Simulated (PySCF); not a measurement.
Compound: C2H6GeO.
Structure used (PBE0-D3(BJ)/def2-SVP), in Å, numbered top down from 1:
```
atom  x, y, z in Å
C1     1.5026   -0.5845   -0.0237
C2     1.0012    0.4933   -0.6375
O3    -0.2602    0.9491   -0.6064
Ge4   -1.5709    0.1520    0.3425
H5     2.5582   -0.8303   -0.1438
H6     0.8994   -1.2466    0.6043
H7     1.6408    1.1318   -1.2601
H8    -1.7678   -1.2765   -0.1911
H9    -1.1672    0.1432    1.8262
H10   -2.7799    1.0499    0.0698
```

Jobs on this species (10 atoms, 58 electrons) with PySCF (density fitting). Hardware of each: one thread of an Arm Neoverse V1, on a shared host. Other jobs ran on the host; a repeat could differ by tens of per cent or more. Peak memory is the resident size of the whole Python process, interpreter and libraries included.

```json
{"level and settings": "delta-SCF UKS PBE0, pcX-2 on the ionised atom, pcseg-1 elsewhere, spin-free X2C", "work": "ΔSCF core ionisation, 3 holes", "basis functions": "130", "SCF cycles": "?", "wall time": "?", "peak memory": "?"}
{"level and settings": "delta-SCF UKS SCAN, pcX-1 on the ionised atom, pcseg-1 elsewhere, spin-free X2C", "work": "ΔSCF core ionisation, 3 holes", "basis functions": "109", "SCF cycles": "?", "wall time": "?", "peak memory": "?"}
{"level and settings": "delta-SCF UKS B3LYP, pcX-2 on the ionised atom, pcseg-1 elsewhere, spin-free X2C", "work": "ΔSCF core ionisation, 3 holes", "basis functions": "130", "SCF cycles": "?", "wall time": "?", "peak memory": "?"}
{"level and settings": "delta-SCF UKS PBE, pcX-2 on the ionised atom, pcseg-1 elsewhere, spin-free X2C", "work": "ΔSCF core ionisation, 3 holes", "basis functions": "130", "SCF cycles": "49", "wall time": "8.3 s", "peak memory": "0.51 GiB"}
{"level and settings": "delta-SCF UKS HF, pcX-2 on the ionised atom, pcseg-1 elsewhere, spin-free X2C", "work": "ΔSCF core ionisation, 3 holes", "basis functions": "130", "SCF cycles": "58", "wall time": "11 s", "peak memory": "0.51 GiB"}
{"level and settings": "delta-SCF UKS SCAN, def2-TZVP on the ionised atom, pcseg-1 elsewhere, spin-free X2C", "work": "ΔSCF core ionisation, 3 holes", "basis functions": "116", "SCF cycles": "54", "wall time": "12 s", "peak memory": "0.51 GiB"}
{"level and settings": "PBE0-D3(BJ)/def2-SVP, grid level 1", "work": "geometry optimisation from a GFN2-xTB start shaken at random", "basis functions": "104", "SCF cycles": "54", "wall time": "30 s", "peak memory": "0.42 GiB"}
{"level and settings": "delta-SCF UKS SCAN, pcX-2 on the ionised atom, pcseg-1 elsewhere, non-relativistic", "work": "ΔSCF core ionisation, 3 holes", "basis functions": "130", "SCF cycles": "54", "wall time": "13 s", "peak memory": "0.51 GiB"}
{"level and settings": "delta-SCF UKS SCAN, pcX-2 on the ionised atom, pcseg-1 elsewhere, spin-free X2C", "work": "ΔSCF core ionisation, 3 holes", "basis functions": "130", "SCF cycles": "54", "wall time": "13 s", "peak memory": "0.43 GiB"}
```

**Question.** Fill in the missing figures.

**Answer.** 
- delta-SCF UKS PBE0, pcX-2 on the ionised atom, pcseg-1 elsewhere, spin-free X2C; ΔSCF core ionisation, 3 holes: 16 s, 0.51 GiB, 48 SCF cycles
- delta-SCF UKS SCAN, pcX-1 on the ionised atom, pcseg-1 elsewhere, spin-free X2C; ΔSCF core ionisation, 3 holes: 11 s, 0.51 GiB, 54 SCF cycles
- delta-SCF UKS B3LYP, pcX-2 on the ionised atom, pcseg-1 elsewhere, spin-free X2C; ΔSCF core ionisation, 3 holes: 16 s, 0.51 GiB, 48 SCF cycles

**Question.** What do all jobs in the table cost together?

**Answer.** About 2.2 min; the longest takes about 23 % of that, and about 3.6 times as long as the shortest.
